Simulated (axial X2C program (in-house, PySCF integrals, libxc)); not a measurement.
**Which functional? An output for SrN**

An SCF output computed with an axial X2C code built on PySCF integrals for SrN at 2.583 Å, two-component, state Ω = 3/2, Sr dyall-cv3z [13s12p8d5f1g], N dyall-av3z [7s7p3d2f] (cores contracted in-house), without its first line:

```
basis functions 190  fitting functions 973  grid points 5083
iter        total energy     max residual
   1      -3230.586301347     2.11e-01
   2      -3230.609265755     4.59e-03
   3      -3230.610592998     1.72e-03
   4      -3230.610939282     1.31e-03
   5      -3230.611089628     1.05e-03
   6      -3230.611172174     5.82e-04
   7      -3230.611193544     2.21e-04
   8      -3230.611197386     6.64e-05
   9      -3230.611198002     2.69e-05
  10      -3230.611198108     1.65e-05
  11      -3230.611198144     9.50e-06
  12      -3230.611198153     4.77e-06
  13      -3230.611198155     1.94e-06
  14      -3230.611198156     6.36e-07
converged
one-electron -4577.46270335  Coulomb 1404.32825158  exact exchange -110.63779448  xc functional 0.00000000  nuclear repulsion 54.49521413  atomic mean-field constant -1.33416603
```

Which level of theory produced it?
A. PBEsol
B. HF
C. PBE0

B. The exact-exchange term against the functional term shows a share of 1 of exact exchange.
